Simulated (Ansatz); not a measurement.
One geometry of Li₆Al, several levels of theory.

```yaml
crystal:
  periodic: [false, false, false]
  atoms:
    - {symbol: Al, position_ang: [0.024334, -0.659480, 0.060677]}
    - {symbol: Li, position_ang: [-1.722567, 0.906324, 1.152165]}
    - {symbol: Li, position_ang: [-1.517539, -0.830494, -2.016138]}
    - {symbol: Li, position_ang: [-0.078304, -1.399125, 2.593353]}
    - {symbol: Li, position_ang: [1.497442, 1.051799, 1.323341]}
    - {symbol: Li, position_ang: [1.802085, -0.690542, -1.824575]}
    - {symbol: Li, position_ang: [-0.005442, 1.621519, -1.288824]}
basis:
  gaussian: {orbitals: def2-TZVP, initial_orbitals: start.molden}
magnetization: {spin_polarized: true, initial_magnetization: 1}
correlation: {method: mp2}
scf: {omitted_lower_state_checks: [starts]}
output: {orbitals: {seedname: orbitals}}
```

The file start.molden holds the orbitals of an earlier run on this structure, at another level or in another basis.

```sh
$ ansatz run in.yaml --threads 4 --pin off --events-out ev --progress --plain --max-ram 3916MiB
```

It prints (some lines left out):

```
Functional definition: HF
1138 factors; integrals over basis functions are off by at most 6.2e-4 eV
mean field evaluation 1: about -7798.3507 eV, gradient 1.6e1 eV
mean field evaluation 2: about -7798.7528 eV, gradient 6.5e-1 eV
mean field evaluation 4: about -7798.8168 eV, gradient 2.9e-1 eV
mean field evaluation 8: about -7798.8259 eV, gradient 5.6e-1 eV
mean field evaluation 16: about -7798.8523 eV, gradient 5.4e-5 eV
mean field -7798.85232102 eV, -286.6025365455 hartree, gradient 2.3e-6 eV, S^2 1.407157; 0 other end points of the search recorded, 0 dependent functions left out
5 core orbitals not correlated: weight in the atoms' cores, before any rotation towards them, 1.000 or more for the frozen orbitals, at most 0.000 for the correlated occupied ones
reference -7798.85232102 eV, -286.6025365455 hartree; 11, 10 occupied and 105, 106 virtual orbitals, 1138 factors
second order -9.03904385 eV of doubles, -0.00000000 eV of singles
Total energy: -7807.89136487 eV, -286.9347152800 hartree
Checks for a lower state left out: starts
```

It took 0.95 s on 4 threads of Arm Neoverse V2 on a shared host.

First input, but with `hamiltonian: {xc: r2scan, dispersion: d4}` and without the key `correlation` (abridged; 3.9 s):

```
Functional definition: r2SCAN
mean field -7823.48789780 eV, -287.5078772936 hartree, gradient 1.5e-5 eV, S^2 0.810573
Total energy: -7823.51301374 eV, -287.5088002874 hartree
Checks for a lower state left out: starts
```

As the first input, with `gaussian: {orbitals: def2-TZVPD, initial_orbitals: start.molden}`, `correlation: {method: ccsd_t}`, `scf: {omitted_lower_state_checks: [starts, cluster_reference]}` (abridged; 34 s):

```
Functional definition: HF
mean field evaluation 16: about -7798.9126 eV, gradient 8.6e-5 eV
mean field -7798.91259532 eV, -286.6047515851 hartree, gradient 2.6e-6 eV, S^2 1.424263
5 core orbitals not correlated: weight in the atoms' cores, before any rotation towards them, 1.000 or more for the frozen orbitals, at most 0.000 for the correlated occupied ones
second order -9.08634406 eV of doubles, -0.00000000 eV of singles
cycle   1  -9.96968481 eV  change   -8.8e-1 eV  update   1.5e-1
cycle   2  -10.39532000 eV  change   -4.3e-1 eV  update   7.4e-2
cycle   3  -10.55469850 eV  change   -1.6e-1 eV  update   5.6e-2
cycle   4  -10.56620752 eV  change   -1.2e-2 eV  update   3.3e-2
cycle   5  -10.59572587 eV  change   -3.0e-2 eV  update   1.4e-2
cycle   6  -10.61185651 eV  change   -1.6e-2 eV  update   7.7e-3
cycle   7  -10.60915380 eV  change    2.7e-3 eV  update   4.1e-3
cycle   8  -10.61034598 eV  change   -1.2e-3 eV  update   2.2e-3
cycle   9  -10.61145022 eV  change   -1.1e-3 eV  update   1.2e-3
cycle  10  -10.61126644 eV  change    1.8e-4 eV  update   5.4e-4
cycle  11  -10.61115975 eV  change    1.1e-4 eV  update   2.7e-4
cycle  12  -10.61100832 eV  change    1.5e-4 eV  update   1.4e-4
cycle  13  -10.61104407 eV  change   -3.6e-5 eV  update   8.4e-5
cycle  14  -10.61104345 eV  change    6.2e-7 eV  update   5.1e-5
cycle  15  -10.61102024 eV  change    2.3e-5 eV  update   2.8e-5
cycle  16  -10.61101920 eV  change    1.0e-6 eV  update   1.6e-5
perturbative correction -0.53379274 eV, -0.0196165214 hartree
Total energy: -7810.05740725 eV, -287.0143158696 hartree
Checks for a lower state left out: starts, cluster_reference
```

As the first input, with `hamiltonian: {xc: {name: CAM-B3LYP}, dispersion: d4}` and without the key `correlation` (abridged; 2.2 s):

```
Functional definition: CAM-B3LYP
mean field -7822.05236708 eV, -287.4551225125 hartree, gradient 1.6e-5 eV, S^2 0.803542
Total energy: -7822.17099913 eV, -287.4594821603 hartree
Checks for a lower state left out: starts
```

The first input with `hamiltonian: {xc: {name: r2SCANh}, dispersion: d4}` and without the key `correlation` (abridged; 7.5 s):

```
Functional definition: r2SCANh
mean field -7823.36172687 eV, -287.5032405975 hartree, gradient 9.2e-6 eV, S^2 0.816081
Total energy: -7823.39092573 eV, -287.5043136359 hartree
Checks for a lower state left out: starts
```

First input, but with `hamiltonian: {xc: pbe0, dispersion: d4}` and without the key `correlation`, `scf` (abridged; 4 s):

```
Functional definition: PBE0
mean field evaluation 16: about -7818.9415 eV, gradient 1.4e-2 eV
mean field evaluation 32: about -7817.9020 eV, gradient 2.1e0 eV
mean field -7818.94154511 eV, -287.3408019138 hartree, gradient 2.5e-5 eV, S^2 0.794153; 10 other end points of the search recorded, 0 dependent functions left out
Total energy: -7819.05136456 eV, -287.3448377041 hartree
```

First input, but with `hamiltonian: {xc: pbe}`, `correlation: {method: rpa}` and without the key `output` (abridged; 2.2 s):

```
Functional definition: PBE
mean field -7817.79605189 eV, -287.2987058145 hartree, gradient 2.9e-6 eV, S^2 0.773366
5 core orbitals not correlated: weight in the atoms' cores, before any rotation towards them, 1.000 or more for the frozen orbitals, at most 0.000 for the correlated occupied ones
Total energy: -7817.36319415 eV, -287.2827985860 hartree
Checks for a lower state left out: starts
```

Geometry: PBE0-D4/def2-TZVP.

Correlated methods freeze 5 core orbitals; core or outer-core shells of Li are correlated, in sets that lack core-valence functions. At MP2/def2-TZVP, CCSD(T)/def2-TZVPD the charge 0 doublet is spin-contaminated (final ⟨S²⟩ up to 1.42, 0.75 for a pure state). At CCSD(T)/def2-TZVPD T1 of the charge 0 doublet is large (up to 0.070), so the single-reference result is doubtful. The structure comes from a short search, and lower isomers may exist.
